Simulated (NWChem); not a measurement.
Species: C$_{2}$H$_{5}$BO; SMILES OBC=C

```xyz
9

B     -0.4544     0.6305     0.0017
H     -1.6646     0.5592     0.0040
C      0.4180    -0.6601     0.0017
C     -0.1412    -1.8794    -0.0014
H      1.5171    -0.6034     0.0036
H      0.4466    -2.8041    -0.0023
H     -1.2308    -1.9962    -0.0032
O      0.0644     1.8798    -0.0012
H      1.0280     1.8902    -0.0031
```
Atoms are numbered in this order, from 1.

Program: NWChem. Coordinates come from a PBE0/def2-SVP optimisation. Ions are spin-unrestricted doublets at the neutral geometry; other ion states weren't tried.

For level PBE/def2-SVP:

| Property | Result |
|---|---|
| −ε(HOMO) (eV) | 6.91 |

Q: Estimate the same quantities for level B3LYP/def2-SVP.

A: 
- −ε(HOMO) (eV): 7.79
